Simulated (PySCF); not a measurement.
Cl₂Zn, SMILES [Cl][Zn-][Cl] (connectivity only; charge and spin as stated), charge -1, multiplicity 2. Atoms are numbered in the order given.

```xyz
3

Zn     0.0000     0.0000     0.6285
Cl     0.0000     2.0102    -0.5545
Cl     0.0000    -2.0102    -0.5545
```
Charge -1, spin multiplicity 2.

The structure is a stationary point at B3LYP-D3(BJ)/def2-SVPD.

Computed with ωB97X/def2-TZVPD in PySCF.

Gas-phase values at a fixed geometry.

| Item | Value |
|---|---|
| total energy | -2700.01270 hartree |
| point group | C2v |
| α spin, highest occupied and lowest empty level | -2.42 and 4.12 eV |
| β spin, highest occupied and lowest empty level | -5.95 and 3.42 eV |
| dipole moment about the centre of nuclear charge | 1.39 D |
| mean static polarisability | 89.2 bohr³ (13.21 Å³) |
| polarisability, principal values | 74.7, 91.1, 101.7 bohr³ |
| ⟨S²⟩ | 0.753 (pure state 0.75) |
